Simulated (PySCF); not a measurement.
PySCF input (HF/def2-TZVPD):

```python
from pyscf import gto, scf, dft

mol = gto.M(
    atom='''
    K    -0.00000000   -0.00000000   -0.77636802
    O     0.00000000    0.00000000    1.53236270
    H     0.00000000    0.00000000    2.49209083
    ''',
    basis='def2-tzvpd',
    charge=-1,
    spin=1,
    symmetry='C2v',
    verbose=4,
)

mf = scf.UHF(mol).density_fit(auxbasis='def2-universal-jkfit')
mf.conv_tol = 1e-9
mf.max_cycle = 100
mf.max_memory = 1500
mf.kernel()
if not mf.converged:
    mf = mf.newton()
    mf.kernel(mf.make_rdm1())
mf.analyze()
```

Output:

```
PySCF version 2.14.0

[INPUT] verbose = 4
[INPUT] num. atoms = 3
[INPUT] num. electrons = 29
[INPUT] charge = -1
[INPUT] spin (= nelec alpha-beta = 2S) = 1
[INPUT] symmetry C2v subgroup None
[INPUT] Mole.unit = angstrom
[INPUT] Symbol           X                Y                Z      unit          X                Y                Z       unit  Magmom
[INPUT]  1 K      0.000000000000   0.000000000000  -0.776368020000 AA    0.000000000000   0.000000000000  -1.467122929671 Bohr   0.0
[INPUT]  2 O      0.000000000000   0.000000000000   1.532362700000 AA    0.000000000000   0.000000000000   2.895745826499 Bohr   0.0
[INPUT]  3 H      0.000000000000   0.000000000000   2.492090830000 AA    0.000000000000   0.000000000000   4.709369146240 Bohr   0.0

nuclear repulsion = 42.3267010127264
point group symmetry = Coov, use subgroup C2v
symmetry origin: [0.00000000e+00 0.00000000e+00 3.37451083e-09]
symmetry axis x: [1. 0. 0.]
symmetry axis y: [0. 1. 0.]
symmetry axis z: [0. 0. 1.]
num. orbitals of irrep A1 = 40
num. orbitals of irrep A2 = 7
num. orbitals of irrep B1 = 19
num. orbitals of irrep B2 = 19
number of shells = 33
number of NR pGTOs = 134
number of NR cGTOs = 85
basis = def2-tzvpd
ecp = {}

******** <class 'pyscf.df.df_jk.DFSymAdaptedUHF'> ********
method = DFSymAdaptedUHF
initial guess = minao
damping factor = 0
level_shift factor = 0
DIIS = <class 'pyscf.scf.diis.CDIIS'>
diis_start_cycle = 1
diis_space = 8
diis_damp = 0
SCF conv_tol = 1e-09
SCF conv_tol_grad = None
SCF max_cycles = 100
direct_scf = False
number electrons alpha = 15  beta = 14
Freeze 0 electrons in irreps []
    29 free electrons in irreps A1 A2 B1 B2
Set gradient conv threshold to 3.16228e-05
******** <class 'pyscf.df.df.DF'> ********
auxbasis = def2-universal-jkfit
init E= -674.257203225708
alpha HOMO (A1) = -0.0530891362598496  LUMO (A1) = 0.0230396858649158
beta  HOMO (B1) = -0.475221527185243  LUMO (A1) = -0.0530891362598496

WARN: HOMO -0.0530891362598496 >= LUMO -0.0530891362598496

WARN: alpha-A1 HOMO -0.0530891362598496 > system LUMO -0.0530891362598496

WARN: beta-A1 LUMO -0.0530891362598496 < system HOMO -0.0530891362598496

cycle= 1 E= -674.486721269954  delta_E= -0.23  |g|= 0.558  |ddm|= 0.919
[...]
beta  HOMO (B2) = -0.213420000896062  LUMO (A1) = 0.123916366564924
  HOMO = -0.00647191909318  LUMO = 0.114641093647  gap/eV = 3.29565
Extra cycle  E= -674.644871206651  delta_E= -5.91e-12  |g|= 1.18e-06  |ddm|= 2.48e-05
converged SCF energy = -674.644871206651  <S^2> = 0.75004369  2S+1 = 2.0000437
**** SCF Summaries ****
Total Energy =                        -674.644871206650805
Nuclear Repulsion Energy =              42.326701012726382
One-electron Energy =                -1018.691919819274403
Two-electron Energy =                  301.720347599897195
Two-electron Coulomb Energy =          343.176855808687378
DFT Exchange-Correlation Energy =      -41.456508208790183
HOMO-LUMO gap [eV] =                     3.295652941727444
Wave-function symmetry = A1
alpha occupancy for each irrep:     A1   A2   B1   B2
                                     9    0    3    3
beta  occupancy for each irrep:     A1   A2   B1   B2
                                     8    0    3    3
**** MO energy ****
alpha MO #1 (A1 #1), energy= -133.349552120053 occ= 1
alpha MO #2 (A1 #2), energy= -20.2734977597437 occ= 1
alpha MO #3 (A1 #3), energy= -14.3059621464427 occ= 1
alpha MO #4 (B1 #1), energy= -11.3357048783253 occ= 1
alpha MO #5 (B2 #1), energy= -11.3357048783253 occ= 1
alpha MO #6 (A1 #4), energy= -11.3353870600211 occ= 1
alpha MO #7 (A1 #5), energy= -1.56753202490457 occ= 1
alpha MO #8 (A1 #6), energy= -1.0088896488645 occ= 1
alpha MO #9 (B1 #2), energy= -0.777475975445176 occ= 1
alpha MO #10 (B2 #2), energy= -0.77747597544518 occ= 1
alpha MO #11 (A1 #7), energy= -0.769612076548341 occ= 1
alpha MO #12 (A1 #8), energy= -0.361812800562475 occ= 1
alpha MO #13 (B1 #3), energy= -0.213074394895689 occ= 1
alpha MO #14 (B2 #3), energy= -0.213074394895689 occ= 1
alpha MO #15 (A1 #9), energy= -0.00647191909317968 occ= 1
alpha MO #16 (B1 #4), energy= 0.11464109364734 occ= 0
alpha MO #17 (B2 #4), energy= 0.114641093647339 occ= 0
alpha MO #18 (A1 #10), energy= 0.122057159834434 occ= 0
alpha MO #19 (A1 #11), energy= 0.196459218019551 occ= 0
alpha MO #20 (A1 #12), energy= 0.234213286528653 occ= 0
alpha MO #21 (B1 #5), energy= 0.235197353055522 occ= 0
alpha MO #22 (B2 #5), energy= 0.235197353055518 occ= 0
alpha MO #23 (A1 #13), energy= 0.238902866483082 occ= 0
alpha MO #24 (A1 #14), energy= 0.26765144961976 occ= 0
alpha MO #25 (A2 #1), energy= 0.267651449619775 occ= 0
alpha MO #26 (B1 #6), energy= 0.292583350219063 occ= 0
alpha MO #27 (B2 #6), energy= 0.292583350219056 occ= 0
alpha MO #28 (A1 #15), energy= 0.320955707694019 occ= 0
alpha MO #29 (B1 #7), energy= 0.321451625666142 occ= 0
alpha MO #30 (B2 #7), energy= 0.321451625666128 occ= 0
alpha MO #31 (A1 #16), energy= 0.451735068447183 occ= 0
alpha MO #32 (A1 #17), energy= 0.478797011026981 occ= 0
alpha MO #33 (B1 #8), energy= 0.510470836432662 occ= 0
alpha MO #34 (B2 #8), energy= 0.510470836432622 occ= 0
alpha MO #35 (A1 #18), energy= 0.549823966725902 occ= 0
alpha MO #36 (A1 #19), energy= 0.551605581215197 occ= 0
alpha MO #37 (A2 #2), energy= 0.551605581215168 occ= 0
alpha MO #38 (B1 #9), energy= 0.578724097999118 occ= 0
alpha MO #39 (B2 #9), energy= 0.578724097999114 occ= 0
alpha MO #40 (A1 #20), energy= 0.648055697810178 occ= 0
alpha MO #41 (A1 #21), energy= 0.692327099229507 occ= 0
alpha MO #42 (A2 #3), energy= 0.692327099229524 occ= 0
alpha MO #43 (A1 #22), energy= 0.780873952002395 occ= 0
alpha MO #44 (B1 #10), energy= 0.824470097653465 occ= 0
alpha MO #45 (B2 #10), energy= 0.824470097653461 occ= 0
alpha MO #46 (A1 #23), energy= 1.03469208291602 occ= 0
alpha MO #47 (B1 #11), energy= 1.0505835279926 occ= 0
alpha MO #48 (B2 #11), energy= 1.05058352799257 occ= 0
alpha MO #49 (B1 #12), energy= 1.12494599260366 occ= 0
alpha MO #50 (B2 #12), energy= 1.12494599260364 occ= 0
alpha MO #51 (A1 #24), energy= 1.18145700345836 occ= 0
alpha MO #52 (A1 #25), energy= 1.25423464452852 occ= 0
alpha MO #53 (A1 #26), energy= 1.41296857554059 occ= 0
alpha MO #54 (A1 #27), energy= 1.57341535059898 occ= 0
alpha MO #55 (A2 #4), energy= 1.57341535059889 occ= 0
alpha MO #56 (B1 #13), energy= 1.64428583774054 occ= 0
alpha MO #57 (B2 #13), energy= 1.64428583774053 occ= 0
alpha MO #58 (A1 #28), energy= 1.67945640174774 occ= 0
alpha MO #59 (A1 #29), energy= 1.9272280592028 occ= 0
alpha MO #60 (B1 #14), energy= 2.13539454878705 occ= 0
alpha MO #61 (B2 #14), energy= 2.13539454878705 occ= 0
alpha MO #62 (A1 #30), energy= 2.24479565967399 occ= 0
alpha MO #63 (A2 #5), energy= 2.24479565967394 occ= 0
alpha MO #64 (A1 #31), energy= 2.34606203677902 occ= 0
alpha MO #65 (B1 #15), energy= 2.66205882294971 occ= 0
alpha MO #66 (B2 #15), energy= 2.66205882294971 occ= 0
alpha MO #67 (A1 #32), energy= 3.13768304565524 occ= 0
alpha MO #68 (B1 #16), energy= 3.43831332999423 occ= 0
alpha MO #69 (B2 #16), energy= 3.43831332999423 occ= 0
alpha MO #70 (A1 #33), energy= 3.44019447726298 occ= 0
alpha MO #71 (A1 #34), energy= 3.81945337534735 occ= 0
alpha MO #72 (A1 #35), energy= 4.53430071975124 occ= 0
alpha MO #73 (A1 #36), energy= 5.84065003760047 occ= 0
alpha MO #74 (A2 #6), energy= 5.84065003760049 occ= 0
alpha MO #75 (B1 #17), energy= 5.87872531583079 occ= 0
alpha MO #76 (B2 #17), energy= 5.87872531583079 occ= 0
alpha MO #77 (B1 #18), energy= 6.16797616635456 occ= 0
alpha MO #78 (B2 #18), energy= 6.16797616635455 occ= 0
alpha MO #79 (A1 #37), energy= 7.02898693729353 occ= 0
alpha MO #80 (A1 #38), energy= 7.17868104982137 occ= 0
alpha MO #81 (A2 #7), energy= 7.17868104982131 occ= 0
alpha MO #82 (B1 #19), energy= 7.29533830258461 occ= 0
alpha MO #83 (B2 #19), energy= 7.29533830258461 occ= 0
alpha MO #84 (A1 #39), energy= 7.79775920103241 occ= 0
alpha MO #85 (A1 #40), energy= 45.3914911841603 occ= 0
beta  MO #1 (A1 #1), energy= -133.349288068708 occ= 1
beta  MO #2 (A1 #2), energy= -20.2735037275719 occ= 1
beta  MO #3 (A1 #3), energy= -14.305528096905 occ= 1
beta  MO #4 (B1 #1), energy= -11.3356047073683 occ= 1
beta  MO #5 (B2 #1), energy= -11.3356047073683 occ= 1
beta  MO #6 (A1 #4), energy= -11.3349198533771 occ= 1
beta  MO #7 (A1 #5), energy= -1.56607127214848 occ= 1
beta  MO #8 (A1 #6), energy= -1.00895538925382 occ= 1
beta  MO #9 (B1 #2), energy= -0.777072078248233 occ= 1
beta  MO #10 (B2 #2), energy= -0.777072078248228 occ= 1
beta  MO #11 (A1 #7), energy= -0.768096523018016 occ= 1
beta  MO #12 (A1 #8), energy= -0.361439319380381 occ= 1
beta  MO #13 (B1 #3), energy= -0.213420000896067 occ= 1
beta  MO #14 (B2 #3), energy= -0.213420000896062 occ= 1
beta  MO #15 (A1 #9), energy= 0.123916366564924 occ= 0
beta  MO #16 (B1 #4), energy= 0.130098094526013 occ= 0
beta  MO #17 (B2 #4), energy= 0.130098094526013 occ= 0
[...]
```
